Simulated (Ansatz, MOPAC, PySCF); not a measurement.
Isomers of CH4BFS: 1 is CB(S)F, 2 is CSBF; one conformer of each (the lowest of an xTB search), B3LYP-D3(BJ)/def2-TZVP minima.
Isomer 1 (charge 0, multiplicity 1):
```tsv
atom	x (Å)	y (Å)	z (Å)
C	-1.1139	0.0689	-0.0163
B	0.4168	-0.1507	0.1909
F	0.8453	-0.8757	1.2293
S	1.6381	0.5545	-0.9448
H	-1.5427	0.5484	0.8690
H	-1.6166	-0.8980	-0.1164
H	-1.3584	0.6751	-0.8880
H	2.7314	0.0775	-0.3237
```
Isomer 2 (charge 0, multiplicity 1):
```xyz
8

C     -1.2222     0.0025     0.2459
S     -0.0849    -0.0422    -1.1852
B      1.5240    -0.0067    -0.4149
F      1.6614     0.0406     0.9098
H     -2.2333    -0.0340    -0.1524
H     -1.0531    -0.8555     0.8912
H     -1.0854     0.9216     0.8097
H      2.4935    -0.0263    -1.1041
```

No zero-point or thermal terms.

Rows in 6-31G* carry no dispersion term and start afresh at each structure (6-31G* with six Cartesian d functions). The state reached by PM7 isn't checked; PM7 holds dispersion and hydrogen-bond terms.

Programs: Ansatz (a first-principles code) with Gaussian orbitals; MOPAC for PM7 (differences of heats of formation); PySCF for 6-31G* rows. Values without a source in brackets are computed.

**Question.** One of these levels gives 0.504 eV for the electronic energy of isomer 2 less that of isomer 1. Name it.
A. PM7
B. M06-2X/6-31G*
C. HF/cc-pV(D+d)Z

**Answer.** B, M06-2X/6-31G*. The others give 0.629 (PM7), 0.717 (HF/cc-pV(D+d)Z)
